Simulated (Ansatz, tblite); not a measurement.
Removing and adding an electron: GeH2Me(OMe) (C2H8GeO). Charge 0, multiplicity 1. Geometry: PBE-D4/def2-SVP. Ansatz, gas phase; energy differences of separate SCF runs; the oxidised species was run as a doublet alone; the reduced species was run as a doublet alone.

```
atom   x (Å)   y (Å)   z (Å)
 Ge1   0.473  -0.451  -0.399
  H2  -0.099  -0.794  -1.811
  H3   1.893   0.179  -0.552
  C4   0.454  -1.981   0.811
  H5   1.084  -2.799   0.410
  H6  -0.582  -2.352   0.930
  H7   0.843  -1.681   1.803
  O8  -0.614   0.766   0.380
  C9  -0.811   2.005  -0.264
 H10   0.134   2.588  -0.389
 H11  -1.500   2.618   0.356
 H12  -1.275   1.902  -1.276
```

The xTB rows come from tblite. HOMO above LUMO, or a gap near zero within one spin, warns that the state may not be the lowest or that an electron is smeared out.

| level | −HOMO (eV) | vertical IE (eV) | −LUMO (eV) | vertical EA (eV) | HOMO–LUMO gap (eV) | IE − EA (eV) | remarks |
| --- | --- | --- | --- | --- | --- | --- | --- |
| GFN1-xTB | 12.18 | 14.95 | 5.54 | 2.04 | 6.64 | 12.90 | – |
| GFN2-xTB | 11.16 | 14.07 | 3.01 | -0.31 | 8.15 | 14.38 | – |
| PBE-D4/def2-TZVP | 6.02 | 9.44 | 0.22 | – | 5.79 | – | – |
| PBE-D4/def2-TZVPD | 6.07 | – | 0.50 | -1.07 | 5.57 | – | HOMO above zero (-1 doublet), gap within one spin near zero (-1 doublet) |
| r2SCAN-D4/def2-TZVP | 6.34 | 9.54 | -0.14 | – | 6.48 | – | – |
| r2SCAN-D4/def2-TZVPD | 6.38 | – | 0.04 | -1.26 | 6.34 | – | HOMO above zero (-1 doublet) |
| PBE0-D4/def2-TZVP | 7.57 | 9.70 | -0.65 | – | 8.22 | – | – |
| PBE0-D4/def2-TZVPD | 7.61 | – | -0.25 | -1.26 | 7.86 | – | HOMO above zero (-1 doublet) |

   A HOMO above zero means that the electron is unbound at that level or that self-interaction error raises the level; the energy of removing that electron tells which. Raw xTB energy differences between charge states are shifted by several eV; the methods need an empirical correction for them. A negative affinity means that the extra electron isn't bound; its size then hangs on the basis.
